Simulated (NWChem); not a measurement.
System: C₂H₃Cl₂Ga; SMILES C=[CH][Ga]([Cl])[Cl]

Input file for NWChem:

```
start job
memory heap 200 mb stack 900 mb global 1100 mb
geometry units angstroms noautoz
  Ga    -0.151761     0.059287     0.000000
  Cl    -0.541336     2.180511     0.000000
  Cl     1.935200    -0.509869     0.000000
  C     -1.520341    -1.317946     0.000000
  C     -1.170624    -2.619910     0.000000
  H     -2.584392    -1.024483     0.000000
  H     -1.926314    -3.426041     0.000000
  H     -0.113994    -2.939672     0.000000
end
basis spherical
  * library def2-svp
end
dft
  xc r2scan
  iterations 200
  vectors input hcore
end
task dft gradient
```

Output (shortened):

```
             Northwest Computational Chemistry Package (NWChem) 7.3.0
             --------------------------------------------------------

 CS  symmetry detected

                             Geometry "geometry" -> ""
                             -------------------------

 Output coordinates in angstroms (scale by  1.889725989 to convert to a.u.)

  No.       Tag          Charge          X              Y              Z
 ---- ---------------- ---------- -------------- -------------- --------------
    1 Ga                  31.0000    -0.12531394     0.07638741     0.00000000
    2 Cl                  17.0000    -0.39166319     2.21657853     0.00000000
    3 Cl                  17.0000     1.92527122    -0.61241247     0.00000000
    4 C                    6.0000    -1.57119044    -1.21946100     0.00000000
    5 C                    6.0000    -1.29729170    -2.53945787     0.00000000
    6 H                    1.0000    -2.61650572    -0.86500225     0.00000000
    7 H                    1.0000    -2.09830121    -3.30057437     0.00000000
    8 H                    1.0000    -0.26090470    -2.91974286     0.00000000

 Effective nuclear repulsion energy (a.u.)     496.7078859525

      Symmetry information
      --------------------

 Group name             Cs
 Group number              2
 Group order               2
 No. of unique centers     8

                                 NWChem DFT Module
                                 -----------------

 Summary of "ao basis" -> "ao basis" (spherical)
 ------------------------------------------------------------------------------
       Tag                 Description            Shells   Functions and Types
 ---------------- ------------------------------  ------  ---------------------
 Ga                         def2-svp                12       32   5s4p3d
 Cl                         def2-svp                 8       18   4s3p1d
 C                          def2-svp                 6       14   3s2p1d
 H                          def2-svp                 3        5   2s1p

      Symmetry analysis of basis
      --------------------------

        a'         80
        a"         31

            General Information
            -------------------
          SCF calculation type: DFT
          Wavefunction type:  closed shell.
          No. of atoms     :     8
          No. of electrons :    80
           Alpha electrons :    40
            Beta electrons :    40
          Charge           :     0
          Spin multiplicity:     1
          Use of symmetry is: on ; symmetry adaption is: on
          Maximum number of iterations: 200
          AO basis - number of functions:   111
                     number of shells:    49
          Convergence on energy requested:  1.00D-06
          Convergence on density requested:  1.00D-05
          Convergence on gradient requested:  5.00D-04

              XC Information
              --------------
                      r^2SCAN Method XC Functional
               r^2SCAN metaGGA Exchange Functional  1.000
                     r^2SCAN Correlation Potential  1.000

             Grid Information
             ----------------
          Grid used for XC integration:  medium
          Radial quadrature: Mura-Knowles
          Angular quadrature: Lebedev.
          Tag              B.-S. Rad. Rad. Pts. Rad. Cut. Ang. Pts.
          ---              ---------- --------- --------- ---------
          Ga                  1.30      112          11.0       590
          Cl                  1.00       88          13.0       590
          C                   0.70       49          11.0       434
          H                   0.35       45          12.0       434
          Grid pruning is: on
          Number of quadrature shells:   521
          Spatial weights used:  Erf1

      Non-variational initial energy
      ------------------------------

 Total energy =     496.707886
 1-e energy   =       0.000000
 2-e energy   =       0.000000
 HOMO         =     -24.887757
 LUMO         =     -24.859847

      Symmetry analysis of molecular orbitals - initial
      -------------------------------------------------

  Numbering of irreducible representations:

     1 a'          2 a"

  Orbital symmetries:

     1 a'          2 a'          3 a'          4 a'          5 a'
     6 a'          7 a"          8 a'          9 a'         10 a'
    11 a"         12 a'         13 a'         14 a"         15 a'
    16 a"         17 a'         18 a'         19 a'         20 a"
    21 a'         22 a"         23 a'         24 a'         25 a'
    26 a'         27 a'         28 a'         29 a'         30 a"
    31 a"         32 a'         33 a'         34 a'         35 a'
    36 a'         37 a"         38 a'         39 a"         40 a'
    41 a"         42 a'         43 a'         44 a'         45 a'
    46 a'         47 a'         48 a'         49 a"         50 a'

   convergence    iter        energy       DeltaE   RMS-Dens  Diis-err
 ---------------- ----- ----------------- --------- --------- ---------
 d= 0,ls=0.0,diis     1  -2833.2546825734 -3.33D+03  1.94D+00  1.25D+02
 d= 0,ls=0.0,diis     2  -2518.1520228106  3.15D+02  1.59D+00  6.37D+02
 d= 0,ls=0.0,diis     3  -2838.0349532657 -3.20D+02  4.89D-01  2.21D+02
 d= 0,ls=0.0,diis     4  -2920.3469692093 -8.23D+01  3.14D-02  2.64D+01
 d= 0,ls=0.0,diis     5  -2921.5501259860 -1.20D+00  1.27D-02  1.97D+01
 d= 0,ls=0.0,diis     6  -2922.4701238740 -9.20D-01  1.05D-02  3.20D+00
 d= 0,ls=0.0,diis     7  -2922.3746617698  9.55D-02  8.95D-03  2.29D+00
 d= 0,ls=0.0,diis     8  -2922.6506253464 -2.76D-01  2.20D-03  1.26D-01
  Resetting Diis
 d= 0,ls=0.0,diis     9  -2922.6580508070 -7.43D-03  1.09D-03  1.44D-02
 d= 0,ls=0.0,diis    10  -2922.6599746316 -1.92D-03  5.24D-04  9.79D-04
 d= 0,ls=0.0,diis    11  -2922.6598274314  1.47D-04  3.29D-04  2.22D-03
 d= 0,ls=0.0,diis    12  -2922.6600858327 -2.58D-04  4.89D-05  3.31D-05
 d= 0,ls=0.0,diis    13  -2922.6600900090 -4.18D-06  1.47D-05  5.69D-06
 d= 0,ls=0.0,diis    14  -2922.6600908308 -8.22D-07  3.16D-06  8.65D-08

         Total DFT energy =    -2922.660090830792
      One electron energy =    -5048.629827273334
           Coulomb energy =     1772.667620841345
    Exchange-Corr. energy =     -143.405770351264
 Nuclear repulsion energy =      496.707885952461

 Numeric. integr. density =       79.999996138512

                  Occupations of the irreducible representations
                  ----------------------------------------------

                     irrep           alpha         beta
                     --------     --------     --------
                     a'               31.0         31.0
                     a"                9.0          9.0

                       DFT Final Molecular Orbital Analysis
                       ------------------------------------

 Vector   38  Occ=2.000000D+00  E=-2.862982D-01  Symmetry=a'
              MO Center=  1.2D+00, -5.2D-02,  2.1D-17, r^2= 3.8D+00
   Bfn.  Coefficient  Atom+Function         Bfn.  Coefficient  Atom+Function
  ----- ------------  ---------------      ----- ------------  ---------------
    62      0.532213  3 Cl py                59      0.396081  3 Cl py
    43     -0.278887  2 Cl px                56      0.230844  3 Cl py
    40     -0.205048  2 Cl px                61      0.161641  3 Cl px
    37     -0.119544  2 Cl px                44      0.118934  2 Cl py
    58      0.115707  3 Cl px                71      0.110160  4 C  s

 Vector   39  Occ=2.000000D+00  E=-2.841104D-01  Symmetry=a"
              MO Center= -9.7D-01, -1.6D+00,  1.3D-16, r^2= 3.3D+00
   Bfn.  Coefficient  Atom+Function         Bfn.  Coefficient  Atom+Function
  ----- ------------  ---------------      ----- ------------  ---------------
    74      0.375327  4 C  pz                88      0.372009  5 C  pz
    77      0.258716  4 C  pz                91      0.242655  5 C  pz
    63     -0.236054  3 Cl pz                60     -0.171947  3 Cl pz
    45     -0.109868  2 Cl pz                57     -0.100489  3 Cl pz
    42     -0.081299  2 Cl pz                21     -0.048819  1 Ga d  1

 Vector   40  Occ=2.000000D+00  E=-2.839953D-01  Symmetry=a'
              MO Center= -4.2D-01,  7.1D-01,  2.4D-14, r^2= 5.2D+00
   Bfn.  Coefficient  Atom+Function         Bfn.  Coefficient  Atom+Function
  ----- ------------  ---------------      ----- ------------  ---------------
    43      0.450008  2 Cl px                40      0.336860  2 Cl px
    61      0.229195  3 Cl px                72      0.202162  4 C  px
    37      0.195954  2 Cl px                44      0.174378  2 Cl py
    58      0.169129  3 Cl px                71      0.162805  4 C  s
    73      0.152673  4 C  py                 4      0.144277  1 Ga s

[...]

                         DFT ENERGY GRADIENTS

    atom               coordinates                        gradient
                 x          y          z           x          y          z
   1 Ga     -0.236809   0.144351   0.000000   -0.000750   0.000162   0.000000
   2 Cl     -0.740136   4.188726   0.000000   -0.000669   0.005034   0.000000
   3 Cl      3.638235  -1.157292   0.000000    0.004774  -0.001674   0.000000
   4 C      -2.969119  -2.304447   0.000000   -0.001023   0.001465   0.000000
   5 C      -2.451526  -4.798880   0.000000    0.000610  -0.002034   0.000000
   6 H      -4.944479  -1.634617   0.000000   -0.003943   0.002117   0.000000
   7 H      -3.965214  -6.237181   0.000000   -0.003430  -0.003341   0.000000
   8 H      -0.493038  -5.517514   0.000000    0.004432  -0.001730   0.000000
```

Level: r2SCAN/def2-SVP. The geometry was optimised at PBE-D3(BJ)/def2-SVP.
